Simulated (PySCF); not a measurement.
## Two-component Hartree-Fock for Tb⁶³⁺ (terbium, charge +63)

Start: 1s2. Calculated with PySCF 2.14 in an even-tempered Gaussian basis (15 s from 190 bohr⁻², ratio 2.4; 11 p from 240 bohr⁻², ratio 2.4; 3 d from 750 bohr⁻², ratio 2.6; 3 f from 1100 bohr⁻², ratio 2.6): generalised Hartree-Fock with the X2C-1e Hamiltonian and a Gaussian nucleus; one run each with spin-orbit coupling (SO) switched off, then screened by Boettger's factors, then bare.

| spinor shell | electrons | ε, spin-free (eV) | ε, screened SO (eV) | ε, bare SO (eV) | weight of nominal j (screened SO) | rms radius, screened SO (bohr) |
| --- | --- | --- | --- | --- | --- | --- |
| 1s1/2 | 2 | -59872.0 | -59872.0 | -59872.0 | 1.000 | 0.0243 |

| quantity | spin-free | screened SO | bare SO |
| --- | --- | --- | --- |
| E (hartree) | -4446.68669 | -4446.68669 | -4446.68669 |
| M_J | 0 | 0 | 0 |
| ⟨J²⟩ | 0.000 | 0.000 | 0.000 |
| ⟨L²⟩ | 0.000 | 0.000 | 0.000 |
| ⟨S²⟩ | 0.000 | 0.000 | 0.000 |

Breit and QED terms are absent; they matter most for the inner s and p1/2 levels.

Densities and radii are taken from the X2C orbitals without a picture-change correction, which distorts them close to the nucleus.

Without spin-orbit coupling the j labels of p, d and f shells carry no meaning; the spin-free column gives the mean over the occupied spinors of each nl shell.
